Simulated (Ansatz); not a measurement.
The same path of BF2HO + FH (7 atoms, charge 0, multiplicity 1) was run twice with different band settings. Lost on the way: F6–H7. Made: B1–F6, O2–H7.

Computed with Ansatz 0.2.0, RKS PBE-D4/def2-SVP.

Relaxed end points:

```xyz
7
Properties=species:S:1:pos:R:3
B -0.053 -0.249 0.097
O -0.031 -0.282 1.473
H -0.931 -0.398 1.832
F 1.096 -0.190 -0.556
F -1.198 -0.361 -0.578
F 0.076 2.250 0.819
H 0.255 1.551 1.430
```

```xyz
7
Properties=species:S:1:pos:R:3
B 0.011 0.399 -0.089
O 0.047 0.009 1.670
H -0.841 -0.372 1.832
F 1.120 -0.204 -0.559
F -1.188 -0.163 -0.416
F 0.032 1.762 -0.014
H 0.033 0.892 2.095
```

Common settings: spring 5.0 eV/Å²; optimiser quadratic models (default); start path through a guess of the saddle point; force threshold 0.05 eV/Å; iteration limit 60; end points relaxed.

| run | movable images | climbing image |
| --- | --- | --- |
| 1 | 7 | yes |
| 2 | 6 | no |

(1) What does each run give, and how far can it be trusted?

Results:

(1) Run 1: converged after 10 iterations, highest image 0.332 eV above the first end. A vibrational analysis at the climbing image gives one clearly imaginary mode, 744i cm⁻¹: a first-order saddle point.
Run 2: converged after 8 iterations, highest image 0.282 eV above the first end. No image climbed, so the highest image needn't sit at the top of the path.
The orbitals stay closed-shell, which can raise the energy where a bond breaks towards radicals; this wasn't checked here.
